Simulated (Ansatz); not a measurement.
The first iterations of a band of ClH3Sn + H2 (7 atoms, charge 0, multiplicity 1).

Theory: Ansatz, RKS B3LYP-D4/def2-mTZVP.

* movable images: 5
* climbing image: yes
* spring: 2.0 to 10.0 eV/Å², energy-weighted
* optimiser: quadratic models (default)
* start path: through a guess of the saddle point
* force threshold: 0.05 eV/Å
* iteration limit: 60
* end points: relaxed

First end point:

```xyz
7
Properties=species:S:1:pos:R:3
Sn 0.414 0.000 -0.099
Cl 0.577 0.000 2.270
H 2.025 0.000 -0.667
H -0.434 1.424 -0.509
H -0.434 -1.424 -0.509
H -3.111 0.000 1.150
H -2.593 0.000 1.683
```

Last end point:

```xyz
7
Properties=species:S:1:pos:R:3
Sn -0.178 0.000 -0.657
Cl -1.370 0.000 3.902
H 1.499 0.000 -0.325
H -0.622 1.406 -1.523
H -0.622 -1.406 -1.523
H -1.027 0.000 0.841
H -1.236 0.000 2.603
```

| iteration | highest image above the first end (eV) | largest band force component (eV/Å) |
| --- | --- | --- |
| 1 | 2.643 | 4.697 |
| 2 | 2.146 | 2.335 |
| 3 | 2.220 | 1.079 |

Q: Does the band converge within its limit, and where does its top end?

A: The forces met the threshold. It ended after 10 iterations with the highest image 2.118 eV above the first end. Another band between the same ends (5 images) ends at a top of the same energy, where a vibrational analysis finds 2 clearly imaginary modes. The orbitals stay closed-shell, which can raise the energy where a bond breaks towards radicals; this wasn't checked here.

The run took 2.7 min on 1 thread of Arm Neoverse V1 (shared host), peak memory 0.14 GiB.
